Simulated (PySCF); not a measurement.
# Computed records: AlBF$_{2}$H, AlBFH$_{4}$Si, AlBFH$_{2}$, ClF$_{2}$Si and others

Computed with PySCF 2.14.0. Calculation on a computer-drawn molecule: the log of a Hartree-Fock and frozen-core CCSD(T) single point meant for a local Hartree-Fock minimum, with one planted fault or none, to be diagnosed. Offsets are logged minus clean, where the clean run is the same molecule without the fault. The reference is restricted for singlets and unrestricted otherwise, and also for a bond in bohr or an excited solution. Adding or removing an electron swaps singlet and doublet. The excited solution moves the top pair (singlet) or top alpha electron (doublet) to the lowest empty orbital. Highest occupied and lowest empty are orbital energies over both spins, largest force is the largest gradient component, triples share is (T) over the correlation energy, the T1 limit is 0.02 restricted and 0.045 unrestricted, electrons count all cores, a negative frequency is imaginary (commonest isotopes), and the dipole is about the centre of nuclear charge.

Common to all runs: logged SCF converged yes; possible faults no fault, one electron removed, one electron added, multiplicity raised by two, geometry at a saddle point, SCF held on an excited solution, minimal basis STO-3G, one bond length entered in bohr, all coordinates scaled.

(1) 
```xyz
5
formula=AlBF2H meant_charge=0 meant_multiplicity=2 meant_basis=cc-pV(D+d)Z logged_electrons=38 logged_basis_functions=70 logged_spin_squared=0 logged_highest_occupied=-0.45375 logged_lowest_empty=6.5898 logged_largest_force=0.041041 logged_T1_diagnostic=0.017706 logged_D1_diagnostic=0.059032 logged_triples_share=0.019981 logged_CC_converged=yes logged_dipole_magnitude=4.3391 logged_SCF_stable_within_its_kind=yes logged_energy_HF=-466.1358 logged_energy_CCSD(T)=-466.6906 planted_fault=one_electron_added HF_energy_offset_from_clean_run=6.095 CCSD(T)_energy_offset_from_clean_run=-12.21
F     -4.0559     1.3399     0.4418
B     -2.9479     2.0756     0.5443
Al    -1.0288     1.2039    -0.0613
F     -0.0400     0.6498     1.1576
H     -3.1039     3.2215     0.8812
```

Units: logged_highest_occupied, logged_lowest_empty in eV; logged_largest_force in hartree/bohr; logged_dipole_magnitude in debye; logged_energy_HF, logged_energy_CCSD(T) in hartree; HF_energy_offset_from_clean_run, CCSD(T)_energy_offset_from_clean_run in kcal/mol.

Drawn bonds:
```tsv
atom	other atom	order
1	2	1
2	3	1
3	4	1
2	5	1
```

(2) 
```xyz
8
formula=AlBFH4Si meant_charge=0 meant_multiplicity=2 meant_basis=cc-pV(D+d)Z logged_electrons=45 logged_basis_functions=94 logged_spin_squared=0.9762 logged_highest_occupied=-6.0152 logged_lowest_empty=-0.87992 logged_largest_force=0.027599 logged_dipole_magnitude=1.7777 logged_SCF_stable_within_its_kind=no logged_energy_HF=-657.22833 planted_fault=SCF_held_on_an_excited_solution HF_energy_offset_from_clean_run=38.42
F     -0.4493     0.4489     0.0905
B      0.4439    -0.5491     0.2248
Al     0.8290    -1.8401    -1.4855
Si     1.2433    -0.7926     2.1140
H      2.0907    -1.6479    -2.4395
H      0.1785    -1.0046     3.1278
H      2.1527    -1.9681     2.1419
H      2.0292     0.4093     2.4948
```

Units: logged_highest_occupied, logged_lowest_empty in eV; logged_largest_force in hartree/bohr; logged_dipole_magnitude in debye; logged_energy_HF in hartree; HF_energy_offset_from_clean_run in kcal/mol.

Drawn bonds:
```tsv
atom	other atom	order
1	2	1
2	3	1
2	4	1
3	5	1
4	6	1
4	7	1
4	8	1
```

Notes: coupled-cluster numbers left out as unreliable.

(3) 
```xyz
8
formula=AlBFH4Si meant_charge=0 meant_multiplicity=2 meant_basis=cc-pV(D+d)Z logged_electrons=45 logged_basis_functions=94 logged_spin_squared=1.6557 logged_highest_occupied=-7.9525 logged_lowest_empty=0.44371 logged_largest_force=0.008117 logged_T1_diagnostic=0.042115 logged_D1_diagnostic=0.17492 logged_triples_share=0.030636 logged_CC_converged=yes logged_dipole_magnitude=1.1334 logged_SCF_stable_within_its_kind=yes logged_energy_HF=-657.18467 logged_energy_CCSD(T)=-657.6468 planted_fault=one_bond_length_entered_in_bohr,row_7_of_the_drawn_bonds HF_energy_offset_from_clean_run=65.81 CCSD(T)_energy_offset_from_clean_run=73.76
F     -0.4493     0.4489     0.0905
B      0.4439    -0.5491     0.2248
Al     0.8290    -1.8401    -1.4855
Si     1.2433    -0.7926     2.1140
H      2.0907    -1.6479    -2.4395
H      0.1785    -1.0046     3.1278
H      2.1527    -1.9681     2.1419
H      2.7285     1.4788     2.8337
```

Units: logged_highest_occupied, logged_lowest_empty in eV; logged_largest_force in hartree/bohr; logged_dipole_magnitude in debye; logged_energy_HF, logged_energy_CCSD(T) in hartree; HF_energy_offset_from_clean_run, CCSD(T)_energy_offset_from_clean_run in kcal/mol.

Drawn bonds:
```tsv
atom	other atom	order
1	2	1
2	3	1
2	4	1
3	5	1
4	6	1
4	7	1
4	8	1
```

(4) 
```xyz
5
formula=AlBFH2 meant_charge=0 meant_multiplicity=2 meant_basis=cc-pV(D+d)Z logged_electrons=30 logged_basis_functions=61 logged_spin_squared=0 logged_highest_occupied=-0.12868 logged_lowest_empty=7.2775 logged_largest_force=0.043076 logged_T1_diagnostic=0.018102 logged_D1_diagnostic=0.044302 logged_triples_share=0.027937 logged_CC_converged=yes logged_dipole_magnitude=3.9885 logged_SCF_stable_within_its_kind=yes logged_energy_HF=-367.16194 logged_energy_CCSD(T)=-367.55069 planted_fault=one_electron_added HF_energy_offset_from_clean_run=13.33 CCSD(T)_energy_offset_from_clean_run=-9.135
F     -2.9398    -0.9918     1.9150
B     -1.8131    -1.5026     1.5519
Al    -0.0354    -2.3079     0.9794
H      0.4999    -1.9173    -0.4493
H      0.6797    -3.2653     2.0051
```

Units: logged_highest_occupied, logged_lowest_empty in eV; logged_largest_force in hartree/bohr; logged_dipole_magnitude in debye; logged_energy_HF, logged_energy_CCSD(T) in hartree; HF_energy_offset_from_clean_run, CCSD(T)_energy_offset_from_clean_run in kcal/mol.

Drawn bonds:
```tsv
atom	other atom	order
1	2	1
2	3	1
3	4	1
3	5	1
```

(5) 
```xyz
4
formula=ClF2Si meant_charge=-1 meant_multiplicity=1 meant_basis=aug-cc-pV(D+d)Z logged_electrons=50 logged_basis_functions=110 logged_spin_squared=0 logged_highest_occupied=0.6739 logged_lowest_empty=0.058546 logged_largest_force=0.077713 logged_CC_converged=no logged_dipole_magnitude=4.8696 logged_SCF_stable_within_its_kind=no logged_energy_HF=-947.13936 planted_fault=SCF_held_on_an_excited_solution HF_energy_offset_from_clean_run=259.5
F     -0.9112     1.7490    -1.2405
Si     0.0074     0.4792    -0.7036
F     -0.9135     0.1457     0.6325
Cl    -0.9526    -1.1043    -2.0603
```

Units: logged_highest_occupied, logged_lowest_empty in eV; logged_largest_force in hartree/bohr; logged_dipole_magnitude in debye; logged_energy_HF in hartree; HF_energy_offset_from_clean_run in kcal/mol.

Drawn bonds:
```tsv
atom	other atom	order
1	2	1
2	3	1
2	4	1
```

Notes: CCSD not converged; highest electron not bound in this basis.

(6) 
```xyz
6
formula=AlFH2NSi meant_charge=1 meant_multiplicity=1 meant_basis=cc-pV(D+d)Z logged_electrons=44 logged_basis_functions=84 logged_spin_squared=0 logged_highest_occupied=-16.568 logged_lowest_empty=-3.656 logged_largest_force=2.255e-05 logged_lowest_frequency=90.518 logged_T1_diagnostic=0.016866 logged_D1_diagnostic=0.045432 logged_triples_share=0.026054 logged_CC_converged=yes logged_dipole_magnitude=5.6348 logged_SCF_stable_within_its_kind=yes logged_energy_HF=-685.73635 logged_energy_CCSD(T)=-686.24782 planted_fault=no_fault HF_energy_offset_from_clean_run=0 CCSD(T)_energy_offset_from_clean_run=0
F     -1.3325    -3.1164     0.6870
Si    -0.9389    -1.6007     0.5676
N     -2.0060    -0.4524     0.4299
Al    -3.2533     0.6450     0.2904
H      0.5041    -1.4636     0.6058
H     -4.3829     1.6804     0.1608
```

Units: logged_highest_occupied, logged_lowest_empty in eV; logged_largest_force in hartree/bohr; logged_lowest_frequency in cm⁻¹; logged_dipole_magnitude in debye; logged_energy_HF, logged_energy_CCSD(T) in hartree; HF_energy_offset_from_clean_run, CCSD(T)_energy_offset_from_clean_run in kcal/mol.

Drawn bonds:
```tsv
atom	other atom	order
1	2	1
2	3	1
3	4	2
2	5	1
4	6	1
```

(7) 
```xyz
7
formula=F2H3Si2 meant_charge=1 meant_multiplicity=1 meant_basis=cc-pV(D+d)Z logged_electrons=48 logged_basis_functions=89 logged_spin_squared=0 logged_highest_occupied=-17.794 logged_lowest_empty=-5.8888 logged_largest_force=0.037122 logged_T1_diagnostic=0.017055 logged_D1_diagnostic=0.051985 logged_triples_share=0.020846 logged_CC_converged=yes logged_dipole_magnitude=1.2669 logged_SCF_stable_within_its_kind=yes logged_energy_HF=-778.29077 logged_energy_CCSD(T)=-778.88544 planted_fault=all_coordinates_scaled,by_+4.0_% HF_energy_offset_from_clean_run=6.651 CCSD(T)_energy_offset_from_clean_run=2.94
F     -2.7152    -0.2657     1.0420
Si    -1.6133    -1.4392     0.7758
Si     0.5044    -0.7844    -0.4400
F      1.2881    -2.2439    -0.4218
H     -2.0956    -2.7693     1.3377
H      0.0585    -0.3690    -1.8305
H      1.1699     0.2570     0.4415
```

Units: logged_highest_occupied, logged_lowest_empty in eV; logged_largest_force in hartree/bohr; logged_dipole_magnitude in debye; logged_energy_HF, logged_energy_CCSD(T) in hartree; HF_energy_offset_from_clean_run, CCSD(T)_energy_offset_from_clean_run in kcal/mol.

Drawn bonds:
```tsv
atom	other atom	order
1	2	1
2	3	1
3	4	1
2	5	1
3	6	1
3	7	1
```

(8) 
```xyz
7
formula=F2H3Si2 meant_charge=1 meant_multiplicity=1 meant_basis=cc-pV(D+d)Z logged_electrons=48 logged_basis_functions=89 logged_spin_squared=2.0089 logged_highest_occupied=-14.33 logged_lowest_empty=-9.042 logged_largest_force=0.04788 logged_T1_diagnostic=0.023339 logged_D1_diagnostic=0.12756 logged_triples_share=0.02152 logged_CC_converged=yes logged_dipole_magnitude=1.4956 logged_SCF_stable_within_its_kind=yes logged_energy_HF=-778.16879 logged_energy_CCSD(T)=-778.75283 planted_fault=multiplicity_raised_by_two HF_energy_offset_from_clean_run=83.19 CCSD(T)_energy_offset_from_clean_run=86.15
F     -2.6108    -0.2555     1.0019
Si    -1.5513    -1.3838     0.7460
Si     0.4850    -0.7542    -0.4231
F      1.2386    -2.1576    -0.4055
H     -2.0150    -2.6628     1.2863
H      0.0562    -0.3548    -1.7601
H      1.1249     0.2471     0.4245
```

Units: logged_highest_occupied, logged_lowest_empty in eV; logged_largest_force in hartree/bohr; logged_dipole_magnitude in debye; logged_energy_HF, logged_energy_CCSD(T) in hartree; HF_energy_offset_from_clean_run, CCSD(T)_energy_offset_from_clean_run in kcal/mol.

Drawn bonds:
```tsv
atom	other atom	order
1	2	1
2	3	1
3	4	1
2	5	1
3	6	1
3	7	1
```

(9) 
```xyz
7
formula=F2H3Si2 meant_charge=1 meant_multiplicity=1 meant_basis=cc-pV(D+d)Z logged_electrons=48 logged_basis_functions=31 logged_spin_squared=0 logged_highest_occupied=-15.257 logged_lowest_empty=-1.9328 logged_largest_force=0.018883 logged_T1_diagnostic=0.021513 logged_D1_diagnostic=0.091586 logged_triples_share=0.060097 logged_CC_converged=yes logged_dipole_magnitude=1.6161 logged_SCF_stable_within_its_kind=yes logged_energy_HF=-768.85895 logged_energy_CCSD(T)=-769.01532 planted_fault=minimal_basis_STO-3G HF_energy_offset_from_clean_run=5925 CCSD(T)_energy_offset_from_clean_run=6197
F     -2.6108    -0.2555     1.0019
Si    -1.5513    -1.3838     0.7460
Si     0.4850    -0.7542    -0.4231
F      1.2386    -2.1576    -0.4055
H     -2.0150    -2.6628     1.2863
H      0.0562    -0.3548    -1.7601
H      1.1249     0.2471     0.4245
```

Units: logged_highest_occupied, logged_lowest_empty in eV; logged_largest_force in hartree/bohr; logged_dipole_magnitude in debye; logged_energy_HF, logged_energy_CCSD(T) in hartree; HF_energy_offset_from_clean_run, CCSD(T)_energy_offset_from_clean_run in kcal/mol.

Drawn bonds:
```tsv
atom	other atom	order
1	2	1
2	3	1
3	4	1
2	5	1
3	6	1
3	7	1
```

Notes: T1 above single-reference limit.

(10) 
```xyz
4
formula=F2HSi meant_charge=-1 meant_multiplicity=1 meant_basis=aug-cc-pV(D+d)Z logged_electrons=34 logged_basis_functions=87 logged_spin_squared=0.0257 logged_highest_occupied=-5.3245 logged_lowest_empty=3.8906 logged_largest_force=0.023789 logged_T1_diagnostic=0.0273 logged_D1_diagnostic=0.096593 logged_triples_share=0.026617 logged_CC_converged=yes logged_dipole_magnitude=8.8935 logged_SCF_stable_within_its_kind=yes logged_energy_HF=-488.42716 logged_energy_CCSD(T)=-488.99286 planted_fault=one_bond_length_entered_in_bohr,row_1_of_the_drawn_bonds HF_energy_offset_from_clean_run=65.09 CCSD(T)_energy_offset_from_clean_run=58.38
F      2.9641    -1.6249    -1.3403
Si     0.2470    -0.9884    -2.8784
F     -0.7872    -1.2701    -1.5767
H      0.3148     0.5544    -2.7085
```

Units: logged_highest_occupied, logged_lowest_empty in eV; logged_largest_force in hartree/bohr; logged_dipole_magnitude in debye; logged_energy_HF, logged_energy_CCSD(T) in hartree; HF_energy_offset_from_clean_run, CCSD(T)_energy_offset_from_clean_run in kcal/mol.

Drawn bonds:
```tsv
atom	other atom	order
1	2	1
2	3	1
2	4	1
```
